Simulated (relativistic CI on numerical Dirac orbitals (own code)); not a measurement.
**Crystal-field levels of Tc⁵⁺, 4d2**

Calculated by Dirac-Coulomb-Breit CI, separate exchange-only KLI orbitals for each configuration, model QED, valence Slater integrals scaled by 0.8, one configuration in a parametric crystal field (own radial code).

Field parameters in Wybourne normalisation: Td as Oh with Dq negative (B⁴₀ = 21Dq, B⁴₄ = √(5/14) B⁴₀). The field is a parameter set, without covalency.

S is read from ⟨S²⟩ = S(S + 1).

Site symmetry Td; labels are those of the double group. Computed levels in cm⁻¹ above the lowest, in rising order:

```tsv
Δ (size of 10Dq)	Lowest	No. 2	No. 3	No. 4	No. 5	No. 6	No. 7	No. 8
3800	T2	3234 E	4043 A2	4375 T2	4573 T1	7079 T2	7746 E	8519 T1
6800	T2	6204 E	6714 A2	7006 T2	7353 T1	11352 T2	11517 E	12693 T1
9850	T2	8939 E	9620 A2	9887 T2	10310 T1	13000 E	15612 T2	16081 E
12850	T2	10813 E	12541 A2	12797 T2	13261 T1	14281 E	19209 A1	19495 T2
15900	T2	11580 E	15540 A2	15790 T2	16280 T1	16639 E	20781 A1	23161 T2
18950	T2	11857 E	18555 A2	18802 T2	19308 T1	19458 E	21516 A1	26628 T2
```

Ground-state S against |10Dq| in cm⁻¹: 3800: 0.99, 6800: 1.00, 9850: 1.00, 12850: 1.00, 15900: 1.00, 18950: 1.00.

No abrupt spin change occurs in this range.
